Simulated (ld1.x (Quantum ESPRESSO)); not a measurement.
# What the settings do to the PAW potential of Os (Z = 76)

Base potential:

- Element: osmium (Os)
- Generator: ld1.x (Quantum ESPRESSO) 7.5
- Type: PAW
- Functional: revPBE
- Relativity: scalar-relativistic
- Frozen core: [Kr] 4d10 4f14
- Valence charge: 16
- Reference configuration: 5s2 5p6 5d6 6s1.5 6p0 (charge +0.5)
- Partial waves: 5s (bound): rcut 1.35, rcutus 1.50 bohr; 6s (bound): rcut 1.35, rcutus 1.50 bohr; 5p (bound): rcut 1.60, rcutus 1.85 bohr; 6p (bound, empty): rcut 1.60, rcutus 1.85 bohr; 5d (bound): rcut 1.40, rcutus 1.90 bohr; 5d channel at -0.25 Ry: rcut 1.40, rcutus 1.90 bohr
- Local potential: all-electron potential smoothed inside 1.45 bohr (lloc = -2)
- Core correction: a·sin(br)/r model core, default radius (ld1.x builds one for every PAW set, though the input has nlcc=.false.)
- Augmentation charge: BESSEL, radius 1.50 bohr

All-electron outer shells of the reference configuration (revPBE, scalar-relativistic, ld1.x):

| shell | level (eV) | outermost node (bohr) | outermost maximum (bohr) |
| --- | --- | --- | --- |
| 5s | -95.35 | 0.51 | 0.91 |
| 4f | -55.77 | – | 0.40 |
| 5p | -54.67 | 0.55 | 1.03 |
| 5d | -10.01 | 0.60 | 1.36 |
| 6s | -9.46 | 1.20 | 2.45 |
| 6p | -3.99 | 1.43 | 3.30 |

Cutoffs, loose and tight: the cutoffs (Ry, on a coarse ladder) from which the occupation-weighted sum of valence levels, in a spherical-Bessel basis at the reference potential, stays within 10 and 1 mRy of its value at 400 Ry. They do not see the model core or the augmentation charge, which bear on the density cutoff. Test errors are all-electron minus pseudo excitation energies from the reference, over the configurations 5s2 5p6 5d6 6s2 6p0; 5s2 5p6 5d6 6s1 6p0; 5s2 5p6 5d6 6s0 6p0; 5s2 5p6 5d7 6s0 6p0; 5s2 5p6 5d6 6s0 6p1; 5s2 5p6 5d6 6s0 6p2; 5s2 5p5 5d6 6s2 6p0. A dash means not determined; rows that change the core or the reference have their own tests. The largest error is taken over the tests solved by every variant that gives reliable tests at all: 5s2 5p6 5d6 6s0 6p0; 5s2 5p6 5d6 6s0 6p1; 5s2 5p6 5d6 6s0 6p2; 5s2 5p6 5d6 6s1 6p0; 5s2 5p6 5d6 6s2 6p0; 5s2 5p6 5d7 6s0 6p0.

Cutoffs are not given where the Bessel-basis levels miss the radial ones by over 6 mRy, ghosts where they miss by over 20 mRy; a channel whose overlap is not positive is not tested.

A file whose overlap is not positive is unfit for use, and its test errors describe a broken file.

| change | outcome | bound ghosts | largest test error (meV) |
| --- | --- | --- | --- |
| base | generated, overlap not positive | not determined (overlap not positive) | +18 |
| waves 5s (bound): rcut 1.35, rcutus 1.68 bohr; 6s (bound): rcut 1.35, rcutus 1.68 bohr | generated, overlap not positive | not determined (overlap not positive) | +59 |
| waves 5s (bound): rcut 1.35, rcutus 1.82 bohr; 6s (bound): rcut 1.35, rcutus 1.82 bohr | generated, overlap not positive | not determined (overlap not positive) | +94 |
| waves 5s (bound): rcut 1.35, rcutus 2.04 bohr; 6s (bound): rcut 1.35, rcutus 2.04 bohr | generated, overlap not positive | not determined (overlap not positive) | +180 |
| waves 5s (bound): rcut 1.35, rcutus 2.20 bohr; 6s (bound): rcut 1.35, rcutus 2.20 bohr | generated, overlap not positive | not determined (overlap not positive) | +17265 |

**Question.** What comes out with this change to the base: waves 5s (bound): rcut 1.30, rcutus 1.38 bohr; 6s (bound): rcut 1.30, rcutus 1.38 bohr?

**Answer.** outcome: generated, overlap not positive; bound ghosts: not determined (overlap not positive); largest test error (meV): +8.6. A file whose overlap is not positive is unfit for use, and its test errors describe a broken file.

**Question.** What comes out with this change to the base: waves 5s (bound): rcut 0.96, rcutus 1.02 bohr; 6s (bound): rcut 0.96, rcutus 1.02 bohr?

**Answer.** outcome: generated, overlap not positive; bound ghosts: not determined (overlap not positive); largest test error (meV): -6.1. A file whose overlap is not positive is unfit for use, and its test errors describe a broken file.

**Question.** What comes out with this change to the base: waves 5s (bound): rcut 1.16, rcutus 1.22 bohr; 6s (bound): rcut 1.16, rcutus 1.22 bohr?

**Answer.** outcome: generated, overlap not positive; bound ghosts: not determined (overlap not positive); largest test error (meV): +2.5. A file whose overlap is not positive is unfit for use, and its test errors describe a broken file.
